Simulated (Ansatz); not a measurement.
`CC[Si](F)(F)Cl`, charge 0, multiplicity 1.

(1) Give a relaxed structure at PBE0-D4/def2-TZVP (Ansatz 0.2.0). (Best estimate.)

## Answers

(1) Ansatz gave: 
Z-matrix (Å, degrees):
```
C
C 1 1.529
H 1 1.092 2 110.8
H 1 1.092 2 111.4 3 119.9
H 1 1.092 2 111.4 3 -119.9
Si 2 1.839 1 113.5 3 180.0
H 2 1.095 1 111.0 3 -58.8
H 2 1.095 1 111.0 3 58.8
F 6 1.584 2 111.0 1 -58.9
F 6 1.584 2 111.0 1 59.0
Cl 6 2.030 2 112.6 1 -179.9
```
Point group Cs.
This is one stationary point; other conformers may exist.
